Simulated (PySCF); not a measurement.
GeI, SMILES [Ge][I] (connectivity only; charge and spin as stated), neutral, multiplicity 2.

The structure is a stationary point at PBE0-D3(BJ)/def2-TZVP. The def2 effective core potentials stand for the cores of I; spin–orbit coupling is left out.

These are PBE0-D3(BJ)/def2-TZVP run with PySCF values and carry that method's errors.

Frequencies are harmonic and unscaled.

| mode | ν (cm⁻¹) | IR (km/mol) | moving atoms (share of kinetic energy) |
|---|---|---|---|
| 1 | 245 | 26.3 | Ge 64 %, I 36 % |
